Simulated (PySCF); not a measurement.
FHSSn, SMILES [SH][Sn][F] (connectivity only; charge and spin as stated), neutral, multiplicity 1.

Geometry optimised at PBE-D3(BJ)/def2-TZVP. The def2 effective core potentials stand for the cores of Sn; spin–orbit coupling is left out. The values are those of a single conformer.

Computed with PySCF with TDA-LC-ωPBE/def2-SVPD.

Vertical excitations. Isolated molecule, no solvent. State labels are in the subgroup Cs.

Question: Estimate the UV-visible absorptions. (Estimate from the structure and the level; the computed values follow.)

Answer: 
```
state  symmetry  energy (eV)  λ (nm)      f                                                                     main pairs
-----  --------  -----------  ------  -----  -----------------------------------------------------------------------------
S1           A"         3.97     312  0.047                                                                 HOMO→LUMO 97 %
S2           A'         4.91     253  0.016                                                               HOMO−1→LUMO 86 %
S3           A'         6.08     204  0.140                                             HOMO→LUMO+1 65 %, HOMO→LUMO+2 20 %
S4           A"         6.24     199  0.006                                                             HOMO−1→LUMO+1 74 %
S5           A"         6.63     187  0.014  HOMO−1→LUMO+2 41 %, HOMO−1→LUMO+4 20 %, HOMO−1→LUMO+1 18 %, HOMO−1→LUMO+7 8 %
S6           A"         6.86     181  0.038                                                               HOMO−2→LUMO 84 %
S7           A"         6.94     179  0.066                                         HOMO−1→LUMO+3 68 %, HOMO−1→LUMO+2 14 %
S8           A'         7.12     174  0.895                                             HOMO→LUMO+2 64 %, HOMO→LUMO+1 14 %
S9           A'         7.19     172  0.282                                             HOMO→LUMO+3 65 %, HOMO→LUMO+4 13 %
S10          A"         7.19     172  0.004                                             HOMO−3→LUMO 79 %, HOMO−5→LUMO 13 %
T1           A"         2.75     451      0                                                                 HOMO→LUMO 94 %
T2           A'         4.04     307      0                                                               HOMO−1→LUMO 96 %
T3           A'         4.70     264      0                                                               HOMO→LUMO+1 88 %
T4           A'         5.51     225      0                                             HOMO→LUMO+2 64 %, HOMO→LUMO+3 21 %
```
Triplets are in the Tamm–Dancoff approximation.
